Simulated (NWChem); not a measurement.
Program: NWChem. System: H$_{3}$O, charge 2, spin multiplicity 2, at the geometry of a parent with another charge or spin, in a state set for the comparison that need not be this species' ground state. Its SCF solution wasn't tested for a lower state. Level: UMP2/def2-TZVP, 1 core orbitals frozen.

Output (cleaned and shortened):

```
             Northwest Computational Chemistry Package (NWChem) 7.3.0
             --------------------------------------------------------

                                NWChem Input Module
                                -------------------

 Scaling coordinates for geometry "geometry" by  1.889725989
 (inverse scale =  0.529177249)

 Turning off AUTOSYM since
 SYMMETRY directive was detected!

                             Geometry "geometry" -> ""
                             -------------------------

 Output coordinates in angstroms (scale by  1.889725989 to convert to a.u.)

  No.       Tag          Charge          X              Y              Z
 ---- ---------------- ---------- -------------- -------------- --------------
    1 O                    8.0000    -0.00002500     0.07744200     0.00000000
    2 H                    1.0000    -0.47203300    -0.20667200     0.81769100
    3 H                    1.0000    -0.47203300    -0.20667200    -0.81769100
    4 H                    1.0000     0.94426500    -0.20619200     0.00000000

 Effective nuclear repulsion energy (a.u.)      13.8517465910

            Nuclear Dipole moment (a.u.)
            ----------------------------
        X                 Y               Z
 ---------------- ---------------- ----------------
    -0.0000018897     0.0000000000     0.0000000000

      Symmetry information
      --------------------

 Group name             Cs
 Group number              2
 Group order               2
 No. of unique centers     3

      Symmetry unique atoms

     1    2    4


 Summary of "ao basis" -> "" (spherical)
 ------------------------------------------------------------------------------
       Tag                 Description            Shells   Functions and Types
 ---------------- ------------------------------  ------  ---------------------
 *                         def2-tzvp                  on all atoms

 Summary of "ao basis" -> "ao basis" (spherical)
 ------------------------------------------------------------------------------
       Tag                 Description            Shells   Functions and Types
 ---------------- ------------------------------  ------  ---------------------
 O                         def2-tzvp                11       31   5s3p2d1f
 H                         def2-tzvp                 4        6   3s1p

                                 NWChem SCF Module
                                 -----------------
[...]
     2   0 2 0     -2.780238     -2.210948     -1.197511      0.628221
     2   0 1 1      0.000000      0.000000      0.000000      0.000000
     2   0 0 2     -0.380343     -2.653565     -2.502138      4.775360

                   NWChem MP2 Semi-direct Energy/Gradient Module
                   ---------------------------------------------

  Basis functions       =     49
  Molecular orbitals    =     49
  Frozen core           =      1
  Frozen virtuals       =      0
  Active alpha occupied =      4
  Active beta occupied  =      3
  Active alpha virtual  =     44
  Active beta virtual   =     45
  Use MO symmetry       = T
  Use skeleton AO sym   = T

  AO/Fock/Back tols     =   1.0D-09  1.0D-09  1.0D-09

 GA uses MA = F    GA memory limited = T

 Available:
  local mem=  1.15D+08
 global mem=  1.31D+08
 local disk=  0.00D+00
  mp2_memr nvloc                    44
  nvloc new                    44
   1 passes of   4:        3145728                      13694                    737212.
   1 passes of   4: M    114684741           G      131067198           F     111539013.

 Semi-direct pass number   1 of   1  for UHF alpha       at        0.5s
  vrange nnbf                  1225
  mp2_eaftype                    10  avail_ma_in_mb                   999
 EAF : mp2_eaftype filesize          10     368606.
  mp2_eaf for mointskh                     10
Node 0 wrote      1.7 Mb in      0.0 s     Agg I/O rate:  1072.0 Mb/s
 Done moints_semi at        1.0s
  mp2_eaftype                    10  avail_ma_in_mb                   989
 EAF : mp2_eaftype filesize          10     368606.
  mp2_eaf for kh                    10
 Done maket at        1.0s
 Done multipass loop at        1.0s

 GA uses MA = F    GA memory limited = T

 Available:
  local mem=  1.15D+08
 global mem=  1.31D+08
 local disk=  0.00D+00
  mp2_memr nvloc                    45
  nvloc new                    45
   1 passes of   3:        3145728                      11645                    566447.
   1 passes of   3: M    114684741           G      131067198           F     111539013.

 Semi-direct pass number   1 of   1  for UHF beta        at        1.0s
  vrange nnbf                  1225
  mp2_eaftype                    10  avail_ma_in_mb                   999
 EAF : mp2_eaftype filesize          10     283223.
  mp2_eaf for mointskh                     10
Node 0 wrote      1.3 Mb in      0.0 s     Agg I/O rate:   949.8 Mb/s
 Done moints_semi at        1.5s
  mp2_eaftype                    10  avail_ma_in_mb                   989
 EAF : mp2_eaftype filesize          10     283223.
  mp2_eaf for kh                    10
 Done maket at        1.5s
 Done multipass loop at        1.5s

          -------------------------------------------
          SCF energy                 -75.491759484607
          Correlation energy          -0.187628529710
          Singlet pairs                0.000000000000
          Triplet pairs                0.000000000000
          Total MP2 energy           -75.679388014317
          -------------------------------------------

          ---------------------------------------------------
                    Spin Component Scaled (SCS) MP2
          Same spin pairs                     -0.041923090440
          Same spin scaling factor             0.333333333333
          Opposite spin pairs                 -0.145705439270
          Opposite spin scaling fact.          1.200000000000
          SCS-MP2 correlation energy          -0.188820890604
          Total SCS-MP2 energy               -75.680580375211
          ---------------------------------------------------

 -----------------------
 Performance information
 -----------------------

 Timer overhead =  1.72D-07 seconds/call

               Nr. of calls         CPU time (s)                 Wall time (s)                GFlops
             ---------------    -------------------     ------------------------------   -------------------
Name         Min   Avg   Max    Min     Avg     Max     Min     Avg     Max   Mx/calls   Min     Max     Sum
mp2: moin     2     2     2   0.85    0.85    0.85     0.85    0.85    0.85    0.42      0.0     0.0     0.0
mp2: make     2     2     2   5.91E-2 5.91E-2 5.91E-2  5.91E-2 5.91E-2 5.91E-2 2.96E-2   0.0     0.0     0.0
mp2: tota     1     1     1   0.99    0.99    0.99     0.99    0.99    0.99    0.99      0.0     0.0     0.0

 The average no. of pstat calls per process was 5.00D+00
 with a timing overhead of 8.61D-07s

 Task  times  cpu:        1.5s     wall:        1.5s

 Total times  cpu:        1.5s     wall:        1.5s
```

### Question
Write an NWChem input that would produce this output.

### Answer
One answer among several that fit: 
```
start mol
memory heap 200 mb stack 800 mb global 1000 mb
charge 2
geometry units angstroms nocenter noautoz
  O     -0.000025     0.077442     0.000000
  H     -0.472033    -0.206672     0.817691
  H     -0.472033    -0.206672    -0.817691
  H      0.944265    -0.206192     0.000000
  symmetry group Cs
end
basis spherical
  * library def2-tzvp
end
scf
  uhf
  nopen 1
  maxiter 100
  thresh 1e-7
  semidirect memsize 60000000 filesize 0
  # guess.movecs holds the orbitals of an unrestricted PBE0 run
  vectors input guess.movecs output mol.movecs
end
mp2
  freeze core 1
end
task mp2 energy
```
